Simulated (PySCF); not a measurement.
Compound: C₂H₃BF₂ (charge +1 and doublet state).
Geometry (PBE0-D3(BJ)/def2-SVP, Å), atoms numbered from 1 in this order:
```xyz
8
C2H3BF2 angstrom
C     -0.9897   -0.6521   -0.5133
C     -0.2953    0.0126    0.4672
B      1.1789    0.6315    0.2061
F      1.3627    1.8906    0.3988
F      2.0726   -0.2119   -0.1975
H     -0.4791   -1.3027   -1.2438
H     -2.0805   -0.5297   -0.6281
H     -0.7515    0.1805    1.4614
```

The hyperfine couplings belong to this conformer and change with its torsions.

As a line formula: `B([CH][CH2+])(F)F` [radical] (charge +1).

Method used: UKS B3LYP, IGLO-III on B C F, pcH-1 on H, non-relativistic, mean-field spin-orbit, GIAO in PySCF 2.14.0. Geometry: PBE0-D3(BJ)/def2-SVP, one conformer, isolated ion. The frame is twisted about the C1–C2 bond at this geometry (dihedral H7–C1–C2–H8 = 36°); couplings at other torsion angles weren't computed. Stability of the SCF solution: not tested.

(1) What is the g tensor, term by term?

(2) How much does each term add to the isotropic shift?

(3) What are the electron Larmor frequencies g μB B/h along the three axes at 350 mT?

(4) At 9.352 GHz, how far is the centre of the isotropic spectrum from where a free electron (g = 2.002319) resonates?

(5) In a frozen sample, at which fields do the three g values resonate at 9.5, 34, 94 and 263 GHz (hyperfine left aside), and which band first spreads them over more than twice a line width of 0.5 mT?

Answers

(1) 
| Δg (ppm) | 1 | 2 | 3 |
| --- | --- | --- | --- |
| relativistic mass correction | -148 | -148 | -148 |
| gauge correction | 39 | 43 | -5 |
| orbital Zeeman/spin–orbit | -49 | 593 | 1056 |
| total | -158 | 488 | 903 |

So g = 2.00216, 2.00281, 2.00322 and g_iso = 2.00273; the tensor is rhombic: the two nearest values differ by 39 % of g3 − g1. 

(2) The orbital-Zeeman/spin–orbit term 534, the mass correction -148 and the gauge correction 26 ppm, for a total of 411 ppm. The orbital-Zeeman/spin–orbit term is the largest in size. The mass correction is the same along every axis, so the anisotropy comes from the other two: their spans along these axes are 48 (gauge) and 1106 ppm (orbital Zeeman/spin–orbit).

(3) 9.8080, 9.8111, 9.8132 GHz for g1, g2 and g3, a range of 5.2 MHz.

(4) B = hν/(g μB) with μB/h = 13.99624 MHz/mT gives 333.70 mT for the free electron and 333.63 mT at g_iso, 0.07 mT lower.

(5) 
```csv
band,GHz,B(g3) mT,B(g2) mT,B(g1) mT,spread mT
X,9.5,338.83,338.90,339.01,0.18
Q,34.0,1212.66,1212.91,1213.30,0.64
W,94.0,3352.64,3353.34,3354.42,1.78
J,263.0,9380.26,9382.21,9385.24,4.97
```

The spread grows in proportion to the frequency. W band is the first where it exceeds 1.0 mT.

The Mulliken spin populations are largest on C2 (+0.51) and C1 (+0.42). The angles at C2 add up to 360.0°, so it is planar.

The HOMO–LUMO gaps are 6.00 eV among the α and 4.51 eV among the β orbitals.

Hardware: one thread, x86-64 server, no GPU, shared host. Cost: 18 s.
